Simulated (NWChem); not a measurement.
System: C4H5NS; SMILES Cc1cncs1

Here is an NWChem input.

```
start job
memory heap 200 mb stack 900 mb global 1100 mb
geometry units angstroms noautosym nocenter noautoz
  C      0.157379     2.253165     0.000000
  C      0.220207     0.755784     0.000000
  C      1.323949    -0.052643     0.000000
  N      1.105725    -1.412638     0.000000
  C     -0.167557    -1.666096     0.000000
  S     -1.205186    -0.255506     0.000000
  H     -0.362446     2.641350     0.884149
  H     -0.362446     2.641350    -0.884149
  H      1.172104     2.663779     0.000000
  H      2.344630     0.315789     0.000000
  H     -0.591794    -2.663697     0.000000
end
basis spherical
  * library 6-31g*
end
dft
  xc b3lyp
  iterations 150
end
property
  shielding 10 1 2 3 4 5 6 7 9 10 11
end
task dft property
```

Excerpt of the output:

```
             Northwest Computational Chemistry Package (NWChem) 7.3.0
             --------------------------------------------------------

                             Geometry "geometry" -> ""
                             -------------------------

 Output coordinates in angstroms (scale by  1.889725989 to convert to a.u.)

  No.       Tag          Charge          X              Y              Z
 ---- ---------------- ---------- -------------- -------------- --------------
    1 C                    6.0000     0.15737900     2.25316500     0.00000000
    2 C                    6.0000     0.22020700     0.75578400     0.00000000
    3 C                    6.0000     1.32394900    -0.05264300     0.00000000
    4 N                    7.0000     1.10572500    -1.41263800     0.00000000
    5 C                    6.0000    -0.16755700    -1.66609600     0.00000000
    6 S                   16.0000    -1.20518600    -0.25550600     0.00000000
    7 H                    1.0000    -0.36244600     2.64135000     0.88414900
    8 H                    1.0000    -0.36244600     2.64135000    -0.88414900
    9 H                    1.0000     1.17210400     2.66377900     0.00000000
   10 H                    1.0000     2.34463000     0.31578900     0.00000000
   11 H                    1.0000    -0.59179400    -2.66369700     0.00000000

 Effective nuclear repulsion energy (a.u.)     274.2923947874

                              NWChem Property Module
                              ----------------------

  itol2e modified to match energy
  convergence criterion.

                                 NWChem DFT Module
                                 -----------------

 Summary of "ao basis" -> "ao basis" (spherical)
 ------------------------------------------------------------------------------
       Tag                 Description            Shells   Functions and Types
 ---------------- ------------------------------  ------  ---------------------
 C                           6-31g*                  6       14   3s2p1d
 N                           6-31g*                  6       14   3s2p1d
 S                           6-31g*                  8       18   4s3p1d
 H                           6-31g*                  2        2   2s

  itol2e modified to match energy
  convergence criterion.

[...]

          -----------------------------------------
          Chemical Shielding Tensors (GIAO, in ppm)
          -----------------------------------------

                                NWChem CPHF Module
                                ------------------

  scftype          =     RHF
  nclosed          =       26
  nopen            =        0
  variables        =     1872
  # of vectors     =        3
  tolerance        = 0.10D-03
  level shift      = 0.00D+00
  max iterations   =       50
  max subspace     =       30

 SCF residual:    9.2993559730789410E-005

Iterative solution of linear equations
  No. of variables     1872
  No. of equations        3
  Maximum subspace       30
        Iterations       50
       Convergence  1.0D-04

   iter   nsub   residual    time
   ----  ------  --------  ---------
     1      3    5.00D-01      45.8
     2      6    3.95D-02      49.8
     3      9    2.20D-03      53.8
     4     12    1.23D-04      57.7
     5     15    6.99D-06      61.6

      Atom:    1  C
        Diamagnetic
    248.0386      0.3584      0.0000
      0.3584    261.1366     -0.0000
      0.0000     -0.0000    246.7054

        Paramagnetic
    -84.2578      2.2385     -0.0000
      2.2385    -69.1978      0.0000
     -0.0000      0.0000    -73.4789

        Total Shielding Tensor
    163.7809      2.5969     -0.0000
      2.5969    191.9389      0.0000
     -0.0000      0.0000    173.2266

           isotropic =     176.3154
          anisotropy =      23.7914

          Principal Components and Axis System
                 1           2           3
              192.1764    173.2266    163.5434

      1         0.0911     -0.0000      0.9958
      2         0.9958     -0.0000     -0.0911
      3         0.0000      1.0000      0.0000

      Atom:    2  C
        Diamagnetic
    260.2363      2.1481     -0.0000
      2.1481    271.8066      0.0000
     -0.0000      0.0000    235.1923

        Paramagnetic
   -212.9234    -11.6602     -0.0000
    -11.6602   -282.9585     -0.0000
     -0.0000     -0.0000   -105.3479

        Total Shielding Tensor
     47.3129     -9.5122     -0.0000
     -9.5122    -11.1519     -0.0000
     -0.0000     -0.0000    129.8444

           isotropic =      55.3352
          anisotropy =     111.7639

          Principal Components and Axis System
                 1           2           3
              129.8444     48.8216    -12.6606

      1        -0.0000      0.9877      0.1566
      2        -0.0000     -0.1566      0.9877
      3         1.0000      0.0000      0.0000

      Atom:    3  C
        Diamagnetic
    262.3582     -2.4808     -0.0000
     -2.4808    266.7101     -0.0000
     -0.0000     -0.0000    235.9346

        Paramagnetic
   -233.4084    -33.8746     -0.0000
    -33.8746   -236.3004      0.0000
     -0.0000      0.0000   -123.9807

        Total Shielding Tensor
     28.9498    -36.3555     -0.0000
    -36.3555     30.4097      0.0000
     -0.0000      0.0000    111.9538

           isotropic =      57.1044
          anisotropy =      82.2741

          Principal Components and Axis System
                 1           2           3
              111.9538     66.0425     -6.6831

      1        -0.0000     -0.7000      0.7142
      2         0.0000      0.7142      0.7000
      3         1.0000     -0.0000      0.0000

      Atom:    4  N
        Diamagnetic
    332.7837     14.4643     -0.0000
     14.4643    330.4081     -0.0000
     -0.0000     -0.0000    310.5042

[...]
```

Level: B3LYP/6-31G* (spherical d), GIAO. Structure relaxed at the B3LYP/6-31G* (spherical d) level. The output numbers the shielded atoms by their place in the input's list. The printed shielding anisotropy is the first printed principal value minus the mean of the other two.
